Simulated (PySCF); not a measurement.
Potential energy surface of C2H6Zn, singlet: bend at the central Zn, local threefold symmetry of each CH3 group. Scanned: C-Zn-C angle. Other coordinates (Zn-C length, H-C-Zn angle, C-H length) were minimised at B3LYP/def2-TZVP.

Level of theory: wB97X-V/def2-TZVP in PySCF.

Scanned values (°): 180, 172.50, 165, 157.50, 150, 142.50, 135, 127.50, 120, 112.50, 105, 97.50, 90.

Q: Describe the profile: where are the wells and the tops?

A: Lower than their neighbours: 180° (0.0 mEh, end of the scan). Higher than their neighbours: 90° (83.4 mEh, end of the scan). The whole profile spans 83.4 mEh.
